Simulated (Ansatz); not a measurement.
Geometry optimisation, Ansatz, RKS B3LYP-D4/cc-pVDZ.

input.yaml

```yaml
crystal:
  periodic: [false, false, false]
  atoms:
    - { symbol: B, position_ang: [-1.8662, 0.6459, -0.1222] }
    - { symbol: B, position_ang: [-0.7708, -0.259, -0.863] }
    - { symbol: Si, position_ang: [0.9872, -0.3735, -0.1262] }
    - { symbol: "N", position_ang: [1.0121, -1.0151, 1.5491] }
    - { symbol: S, position_ang: [1.9138, 1.5698, -0.0915] }
    - { symbol: H, position_ang: [-2.9999, 0.7766, -0.5959] }
    - { symbol: H, position_ang: [-1.6223, 1.3002, 0.8478] }
    - { symbol: H, position_ang: [-0.9965, -0.8423, -1.8479] }
    - { symbol: H, position_ang: [1.8412, -1.2515, -0.9041] }
    - { symbol: H, position_ang: [0.4454, -1.9425, 1.5192] }
    - { symbol: H, position_ang: [0.3129, -0.3834, 2.1219] }
    - { symbol: H, position_ang: [1.8201, 1.7196, -1.4534] }
basis:
  gaussian: { orbitals: cc-pVDZ }
hamiltonian:
  xc: b3lyp
  dispersion: d4
relax:
  f_tol: 0.015
  max_steps: 40
```

Command:

```bash
$ ansatz run input.yaml --threads 2 --pin off --max-ram 3072MiB --backend cpu --events-out ev --progress --plain --runs-dir out
```

**Question.** Where does it end, and by what steps?

**Answer.** It converged. After 30 steps the energy has fallen by 1.423 eV; H6 moved furthest, 1.55 Å.

```
step  energy less start (eV)  largest force component (eV/Å)  accepted
   0                  0.0000                           3.062       yes
   2                 -0.6410                           0.739       yes
   4                 -0.7994                           0.399       yes
   6                 -1.0485                           0.710       yes
   8                 -1.3092                           0.398       yes
  10                 -1.3771                           0.320       yes
  12                 -1.4023                           0.140       yes
  14                 -1.4118                           0.079       yes
  16                 -1.4154                           0.034       yes
  18                 -1.4183                           0.197       yes
  20                 -1.4201                           0.100       yes
  22                 -1.4212                           0.033       yes
  24                 -1.4222                           0.030       yes
  26                 -1.4225                           0.028       yes
  28                 -1.4225                           0.026       yes
  30                 -1.4225                           0.012       yes
```

```xyz
12
Properties=species:S:1:pos:R:3
B -1.826 0.876 -0.406
B -0.936 -0.433 -0.768
Si 1.004 -0.426 -0.169
N 1.087 -1.069 1.464
S 1.797 1.607 -0.014
H -1.975 1.773 -1.208
H -2.310 1.062 0.687
H -1.330 -1.463 -1.261
H 1.911 -1.303 -0.978
H 1.163 -2.079 1.564
H 0.443 -0.697 2.160
H 1.050 2.097 -1.037
```

Whether the end is a true minimum wasn't checked by a vibrational analysis.

Run time: 100 s on 2 threads of Arm Neoverse V2, with other jobs on the host, peak memory 0.27 GiB.
